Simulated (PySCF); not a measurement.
Gas-phase reaction: GaHCl2 + 2 H ⇌ GaH3 + Cl2

Method: PySCF energies plus ideal-gas RRHO corrections (1 bar). † marks an energy on the PBE0/def2-TZVP geometry and frequencies. MP2 and CCSD(T) freeze the core. Open shells (unrestricted): H (multiplicity 2); the rest are closed-shell singlets. Ga: all electrons, no relativistic terms. GaHCl2, GaH3: computed as isolated molecules; such fragments, hydroxides, amides, oligomers or adducts are transient or little studied in the gas. MP2 isn't extrapolated to the basis-set limit. CCSD(T) isn't extrapolated to the basis-set limit.

MP2/def2-TZVPP† gives ΔH°(298 K) = 20 kJ.

Task: What do CCSD(T)/def2-TZVPP†, PBE/def2-TZVP†, ωB97M-V/def2-TZVP† give?

Result: CCSD(T)/def2-TZVPP†: -21 kJ; PBE/def2-TZVP†: -31 kJ; ωB97M-V/def2-TZVP†: -30 kJ. For scale, ΔH°(298 K) is 20 kJ at this level, -30 kJ at ωB97M-V/def2-TZVP†, and runs from -97 to 106 kJ over the 20 levels computed.
